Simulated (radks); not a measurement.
The numbers below are computed, except where a source is named.
All-electron atom: Lu III in [Xe] 4f14 6s1.

Code: a radial shooting solver on a logarithmic mesh with Libxc functionals. Model: non-relativistic Kohn-Sham, LB94 model potential, spin-polarised, spherical densities, point nucleus; open shells are filled with parallel spins first (spin-orbit coupling, left out, can overturn this in heavy ions); relativity is left out, which matters for an element this heavy.

Energy parts (eV):
part                  energy
kinetic            377817.63
electron-nucleus  -897973.09
Hartree            150942.59
(The LB94 potential has no energy functional, so no total or exchange-correlation energy is given.)

Orbitals (lengths in bohr, moments of r in powers of bohr; <r^-3> diverges for s and p1/2):
1s up: occ. 1; eigenvalue (eV) -58666.30; <r> 0.02132; <r^4> 9.303e-07; <1/r> 70.49
1s down: occ. 1; eigenvalue (eV) -58666.28; <r> 0.02132; <r^4> 9.303e-07; <1/r> 70.49
2s up: occ. 1; eigenvalue (eV) -9579.260; <r> 0.09024; <r^4> 0.0001529; <1/r> 16.50
2s down: occ. 1; eigenvalue (eV) -9579.245; <r> 0.09024; <r^4> 0.0001529; <1/r> 16.50
2p up: occ. 3; eigenvalue (eV) -9170.835; <r> 0.07635; <r^4> 0.00009643; <r^-3> 12520; <1/r> 16.54
2p down: occ. 3; eigenvalue (eV) -9170.821; <r> 0.07635; <r^4> 0.00009643; <r^-3> 12520; <1/r> 16.54
3s up: occ. 1; eigenvalue (eV) -2176.889; <r> 0.2301; <r^4> 0.005410; <1/r> 6.309
3s down: occ. 1; eigenvalue (eV) -2176.876; <r> 0.2301; <r^4> 0.005410; <1/r> 6.309
3p up: occ. 3; eigenvalue (eV) -1987.786; <r> 0.2200; <r^4> 0.004856; <r^-3> 2639; <1/r> 6.263
3p down: occ. 3; eigenvalue (eV) -1987.773; <r> 0.2200; <r^4> 0.004856; <r^-3> 2639; <1/r> 6.263
3d up: occ. 5; eigenvalue (eV) -1634.231; <r> 0.1934; <r^4> 0.003349; <r^-3> 462.8; <1/r> 6.184
3d down: occ. 5; eigenvalue (eV) -1634.220; <r> 0.1934; <r^4> 0.003349; <r^-3> 462.8; <1/r> 6.184
4s up: occ. 1; eigenvalue (eV) -437.3811; <r> 0.5187; <r^4> 0.1336; <1/r> 2.688
4s down: occ. 1; eigenvalue (eV) -437.3586; <r> 0.5187; <r^4> 0.1336; <1/r> 2.688
4p up: occ. 3; eigenvalue (eV) -360.1532; <r> 0.5279; <r^4> 0.1498; <r^-3> 582.7; <1/r> 2.597
4p down: occ. 3; eigenvalue (eV) -360.1341; <r> 0.5279; <r^4> 0.1498; <r^-3> 582.6; <1/r> 2.597
4d up: occ. 5; eigenvalue (eV) -220.2229; <r> 0.5508; <r^4> 0.2010; <r^-3> 87.55; <1/r> 2.396
4d down: occ. 5; eigenvalue (eV) -220.2087; <r> 0.5508; <r^4> 0.2010; <r^-3> 87.54; <1/r> 2.396
5s down: occ. 1; eigenvalue (eV) -75.5724; <r> 1.270; <r^4> 4.908; <1/r> 1.034
5s up: occ. 1; eigenvalue (eV) -75.5049; <r> 1.264; <r^4> 4.778; <1/r> 1.038
5p down: occ. 3; eigenvalue (eV) -54.5453; <r> 1.424; <r^4> 8.195; <r^-3> 76.81; <1/r> 0.9128
5p up: occ. 3; eigenvalue (eV) -54.3148; <r> 1.411; <r^4> 7.776; <r^-3> 78.23; <1/r> 0.9207
4f down: occ. 7; eigenvalue (eV) -41.8659; <r> 0.6812; <r^4> 0.9401; <r^-3> 15.07; <1/r> 1.900
4f up: occ. 7; eigenvalue (eV) -41.8655; <r> 0.6796; <r^4> 0.9078; <r^-3> 15.09; <1/r> 1.901
5d down: occ. 0; eigenvalue (eV) -25.1056; <r> 2.057; <r^4> 40.65; <r^-3> 5.321; <1/r> 0.6188
5d up: occ. 0; eigenvalue (eV) -24.0967; <r> 1.997; <r^4> 36.65; <r^-3> 5.811; <1/r> 0.6393
6s down: occ. 0; eigenvalue (eV) -22.8791; <r> 3.081; <r^4> 158.8; <1/r> 0.4134
6s up: occ. 1; eigenvalue (eV) -21.0788; <r> 3.130; <r^4> 173.5; <1/r> 0.4077
6p down: occ. 0; eigenvalue (eV) -18.0047; <r> 3.568; <r^4> 286.9; <r^-3> 12.74; <1/r> 0.3580
6p up: occ. 0; eigenvalue (eV) -16.4352; <r> 3.698; <r^4> 336.1; <r^-3> 11.26; <1/r> 0.3429

The highest occupied level is 6s up at -21.079 eV. The configuration is held as typed, so some empty levels lie below it. For comparison, the ionisation energy in NIST's Atomic Spectra Database is 20.959 eV (measured). In exact Kohn-Sham theory the highest level is minus the ionisation energy, but local and semilocal functionals leave it too shallow, through self-interaction and a potential that decays too fast; potentials with the right tail come closer. The density falls to 0.001 e/bohr^3 at r = 4.10 bohr. Spin moment in Bohr magnetons: 1. Summed over all electrons, <r^2> = 43.56 bohr^2, which gives a Langevin (diamagnetic) susceptibility term of -34.5 x 10^-6 cm^3/mol.
